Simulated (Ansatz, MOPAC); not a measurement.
Molecule: C2H3F2 (charge -1, singlet). SMILES: C[C-](F)F

Atoms: C1, C2, F3, F4, H5, H6, H7. Bonds: C1-C2, C1-H5, C1-H6, C1-H7, C2-F3, C2-F4.

Bond lengths (Å) and angles (degrees) optimised at AM1 with MOPAC; MNDO with MOPAC; HF/STO-3G with Ansatz (an electronic-structure program); PBE/6-31G* with Ansatz; B3LYP/LANL2DZ with Ansatz; MP2/6-31G* with Ansatz, each started from the B3LYP-D3(BJ)/def2-TZVP structure (Ansatz) of the last column. A row stands for all coordinates that are equal there; 9 of 10 kinds are shown. 6-31G* holds six Cartesian d functions. No wavenumbers were computed at MNDO, HF/STO-3G, PBE/6-31G*, B3LYP/LANL2DZ, MP2/6-31G*, so these may be saddle points.

| coordinate | AM1 | MNDO | HF/STO-3G | PBE/6-31G* | B3LYP/LANL2DZ | MP2/6-31G* | B3LYP-D3(BJ)/def2-TZVP |
|---|---|---|---|---|---|---|---|
| C1-C2 | 1.533 | 1.518 | 1.622 | 1.546 | 1.558 | 1.535 | 1.526 |
| C1-H5 | 1.121 | 1.123 | 1.094 | 1.123 | 1.106 | 1.103 | 1.108 |
| C1-H6 | 1.115 | 1.112 | 1.089 | 1.110 | 1.101 | 1.098 | 1.094 |
| C2-F3 | 1.384 | 1.355 | 1.424 | 1.489 | 1.559 | 1.480 | 1.471 |
| C1-C2-F3 | 110.7 | 114.4 | 101.5 | 99.9 | 99.5 | 99.9 | 101.7 |
| F3-C2-F4 | 101.1 | 106.1 | 99.9 | 100.2 | 98.9 | 99.8 | 100.0 |
| C2-C1-H5 | 115.1 | 117.4 | 115.6 | 113.6 | 112.9 | 111.9 | 112.4 |
| C2-C1-H6 | 108.3 | 110.1 | 110.5 | 110.2 | 108.6 | 110.0 | 109.4 |
| H5-C1-H6 | 108.0 | 105.8 | 106.6 | 107.7 | 109.0 | 108.5 | 108.8 |

Mean signed difference of all 6 bond lengths from B3LYP-D3(BJ)/def2-TZVP: AM1 -0.019 Å, MNDO -0.031 Å, HF/STO-3G -0.004 Å, PBE/6-31G* 0.017 Å, B3LYP/LANL2DZ 0.037 Å, MP2/6-31G* 0.005 Å.
